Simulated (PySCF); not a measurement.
C4H6Si2.
Bonds: C1–C2 (triple), C2–Si3, Si3–C4, C4–C5 (triple), C5–Si6. Hydrogens: H7 on C1; H8, H9 on Si3; H10, H11, H12 on Si6.

The closed-shell SCF was solved with PySCF and density fitting under several settings on one GFN2-xTB geometry (grid level 2 and gas phase unless stated).

| settings | basis functions | SCF cycles | E (Eh) | HOMO (eV) | LUMO (eV) | dipole (D) |
| --- | --- | --- | --- | --- | --- | --- |
| PBE0/pcSseg-1 | 146 | 14 | -734.4175 | -8.15 | -0.67 | 0.30 |
| PBE0/def2-SVPD | 176 | 14 | -734.1636 | -8.18 | -0.71 | 0.30 |

Q: Estimate the rows for these settings: (1) PBE0/aug-cc-pVDZ, start guess sap; (2) BHandHLYP/ANO-RCC-VDZP.

A: 
```tsv
settings	basis functions	SCF cycles	E (Eh)	HOMO (eV)	LUMO (eV)	dipole (D)
PBE0/aug-cc-pVDZ, start guess sap	200	14	-734.4606	-8.12	-0.68	0.26
BHandHLYP/ANO-RCC-VDZP	122	12	-734.6040	-9.02	0.48	0.33
```

Q: Over all rows, what range does the HOMO–LUMO gap span?

A: From 7.44 eV (PBE0/aug-cc-pVDZ, start guess sap) to 9.50 eV (BHandHLYP/ANO-RCC-VDZP). The functional of the narrowest has 25 % exact exchange, that of the widest 50 % exact exchange.

Q: Compare two rows with the functional PBE0: PBE0/aug-cc-pVDZ, start guess sap and PBE0/pcSseg-1. Which energy is lower, and by how much?

A: PBE0/aug-cc-pVDZ, start guess sap (200 functions) lies 0.0431 Eh or 27 kcal/mol below PBE0/pcSseg-1 (146 functions).

Whole jobs, the steps after the SCF included, on one thread of an Intel Xeon at 2.50 GHz, no GPU, on a shared host:

```json
{"settings": "PBE0/pcSseg-1", "work after the SCF": "shieldings, charges and field gradients, density and orbital grids written", "wall time": "51 s", "peak memory": "0.70 GiB"}
{"settings": "PBE0/def2-SVPD", "work after the SCF": "6 singlets by full TDDFT, 2 Tamm–Dancoff triplets, polarisability, density and orbital grids written", "wall time": "56 s", "peak memory": "0.75 GiB"}
{"settings": "PBE0/aug-cc-pVDZ, start guess sap", "work after the SCF": "shieldings, charges and field gradients", "wall time": "67 s", "peak memory": "0.78 GiB"}
{"settings": "BHandHLYP/ANO-RCC-VDZP", "work after the SCF": "25 singlets by full TDDFT, 5 Tamm–Dancoff triplets, polarisability", "wall time": "49 s", "peak memory": "0.63 GiB"}
```

Cycle counts include a coarse-grid stage where the run had one. ANO-RCC sets were contracted for a scalar-relativistic Hamiltonian, but ran non-relativistically here.
